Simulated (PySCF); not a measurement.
This PySCF input asks for the NMR shieldings of `[Si@@H]1(C)[Si@H](SC)NCC1`, C4H13NSSi2; the geometry comes from GFN2-xTB.

```python
import basis_set_exchange as bse
import numpy as np
from pyscf import gto, dft
from pyscf.prop import nmr

atoms = """
C     3.618637   -0.938391    0.385727
S     1.948359   -1.611369    0.619537
Si    0.793441   -0.125868   -0.439109
N     0.606917    1.277105    0.536165
C    -0.611119    2.054497    0.393390
C    -1.831285    1.136136    0.436481
Si   -1.476541   -0.390320   -0.665750
C    -2.363768   -1.931940   -0.006040
H     4.315094   -1.687865    0.746298
H     3.792025   -0.747775   -0.669024
H     3.729099   -0.024144    0.960553
H     1.620021    0.123323   -1.636307
H     1.382854    1.815321    0.888506
H    -0.608920    2.610656   -0.556400
H    -0.656350    2.785953    1.205848
H    -2.714266    1.699019    0.138871
H    -1.985636    0.812897    1.466654
H    -1.932909   -0.085637   -2.034612
H    -2.201499   -2.780777   -0.661960
H    -3.435331   -1.770059    0.065669
H    -1.997742   -2.203820    0.979733
"""
names = dict.fromkeys(["C", "S", "Si", "N", "H"], "pcSseg-1")
basis = {el: gto.basis.parse(bse.get_basis(n, elements=[el], fmt="nwchem")) for el, n in names.items()}
mol = gto.M(atom=atoms, basis=basis, charge=0, verbose=0)
mf = dft.RKS(mol, xc="PBE0")
mf.grids.level = 2
mf.grids.alignment = dft.numint.BLKSIZE   # the property module wants whole blocks of grid points
mf.conv_tol = 1e-9
mf.kernel()

calc = nmr.RKS(mf)   # GIAO
C = mf.mo_coeff
Co = C[:, mf.mo_occ > 0]
resp = mf.gen_response(singlet=True, hermi=2)
def vind(x):   # induced exchange potential for any number of trial vectors
    d = np.einsum("pi,xij,qj->xpq", C, 2 * x.reshape(-1, C.shape[1], Co.shape[1]), Co, optimize=True)
    return np.einsum("xpq,pi,qj->xij", resp(d - d.transpose(0, 2, 1)), C, Co, optimize=True).ravel()
mo1, _ = nmr.rhf.solve_mo1(calc, with_cphf=vind)
sigma = calc.kernel(mo1)
for i, s in enumerate(sigma):   # ppm
    w = np.linalg.eigvalsh((s + s.T) / 2)
    print("%2d %-2s iso %8.1f  s11 %8.1f  s22 %8.1f  s33 %8.1f" % (i, mol.atom_pure_symbol(i), w.mean(), *w))
```

Problem. What does it print?

Solution. 
```
 0 C  iso    169.4  s11    152.8  s22    165.5  s33    190.0
 1 S  iso    652.5  s11    607.4  s22    629.4  s33    720.8
 2 Si iso    359.1  s11    305.0  s22    375.9  s33    396.2
 3 N  iso    212.4  s11    188.1  s22    213.9  s33    235.2
 4 C  iso    141.8  s11    118.0  s22    139.4  s33    168.2
 5 C  iso    169.9  s11    153.8  s22    168.6  s33    187.2
 6 Si iso    391.2  s11    343.1  s22    395.1  s33    435.3
 7 C  iso    194.8  s11    192.0  s22    193.0  s33    199.5
 8 H  iso     29.5  s11     23.5  s22     26.4  s33     38.4
 9 H  iso     29.7  s11     24.7  s22     27.8  s33     36.7
10 H  iso     29.5  s11     23.1  s22     28.4  s33     37.0
11 H  iso     26.4  s11     22.4  s22     25.1  s33     31.8
12 H  iso     30.4  s11     20.5  s22     30.2  s33     40.4
13 H  iso     28.8  s11     22.7  s22     27.3  s33     36.2
14 H  iso     28.2  s11     22.1  s22     27.3  s33     35.2
15 H  iso     30.5  s11     25.6  s22     27.9  s33     38.1
16 H  iso     30.8  s11     26.2  s22     29.0  s33     37.2
17 H  iso     27.5  s11     24.2  s22     25.2  s33     33.1
18 H  iso     31.5  s11     26.5  s22     28.5  s33     39.6
19 H  iso     31.3  s11     26.0  s22     28.5  s33     39.3
20 H  iso     31.5  s11     26.4  s22     30.2  s33     38.0
```

These numbers come from an equivalent density-fitted implementation of the same equations, which agrees with the script to about 0.01 ppm for H and up to a few tenths of a ppm for heavy atoms, so last digits may differ.

Problem. Turn these shieldings into chemical shifts. Scale: TMS for 13C (σref 186.93), 29Si (σref 349.16), 1H (σref 31.72); 33S (σref 503.73) vs CS2; 15N (σref 267.73) vs NH3 (reference shieldings calculated alike).

Solution. Averaging equivalent atoms: C 4: 45.1; C 0: 17.5; C 5: 17.1; C 7: -7.9; S 1: -149; Si 2: -9.9; Si 6: -42.0; N 3: 55.4; H 11: 5.31; H 17: 4.20; H 14: 3.53; H 13: 2.96; H 8/9/10: 2.17; H 12: 1.36; H 15: 1.19; H 16: 0.92; H 18/19/20: 0.27 ppm. Experimental scales use liquid or dissolved standards, which lie at an offset from isolated NH3 (liquid NH3: subtract about 20 ppm).

Size and cost of the density-fitted run: 222 basis functions, 2.5 min wall time on 1 thread of an Intel Xeon, shared host; peak memory 1.1 GiB.
